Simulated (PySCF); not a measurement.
## Stretching CdIn⁺

Set-up: basis Cd def2-SVP with ECP28, In def2-SVP with ECP28; scalar-relativistic core potentials; PySCF 2.14. Energies in eV from Cd + In⁺ in their ground configurations at the same level. State: ¹Σ⁺ (singlet), closed shell.

All columns are BHandHLYP. A positive dipole points towards In; it is taken about the centre of mass and depends on that origin.

| R (Å) | E (eV) | μ (D) | Mulliken charge on Cd (basis-dependent) | HOMO (eV) | LUMO (eV) | Mayer bond order | ⟨S²⟩ |
| --- | --- | --- | --- | --- | --- | --- | --- |
| 2.784 | -0.176 | 1.00 | 0.35 | -11.93 | -6.44 | 0.64 | 0.00 |
| 2.913 | -0.328 | 1.38 | 0.32 | -11.89 | -6.35 | 0.59 | 0.00 |
| 3.043 | -0.415 | 1.80 | 0.30 | -11.84 | -6.30 | 0.54 | 0.00 |
| 3.140 | -0.451 | 2.13 | 0.28 | -11.78 | -6.27 | 0.51 | 0.00 |
| 3.237 | -0.468 | 2.48 | 0.26 | -11.72 | -6.25 | 0.48 | 0.00 |
| 3.334 | -0.472 | 2.84 | 0.24 | -11.64 | -6.25 | 0.45 | 0.00 |
| 3.464 | -0.461 | 3.34 | 0.22 | -11.53 | -6.25 | 0.41 | 0.00 |
| 3.625 | -0.432 | 3.98 | 0.20 | -11.38 | -6.27 | 0.36 | 0.00 |
| 3.820 | -0.385 | 4.76 | 0.17 | -11.18 | -6.31 | 0.32 | 0.00 |
| 4.079 | -0.318 | 5.82 | 0.14 | -10.93 | -6.39 | 0.26 | 0.00 |

A fit through these points gives, at Re = 3.314 Å, μ = 2.77 D and dμ/dR = 3.74 D/Å; the reduced mass is 57.2 u.

Task: How strong is the fundamental in the double-harmonic approximation, I = 42.26·(dμ/dR)²/μred km/mol?

Result: I = 42.26·(3.74)²/57.2 = 10.3 km/mol at BHandHLYP.

Closed-shell solutions of metal pairs were not tested for spin polarisation, which can lower them a little. Spin–orbit coupling is left out. For an ion De counts to the pair picked by the measured ionisation energies or electron affinities, which need not be the lowest pair at this level.
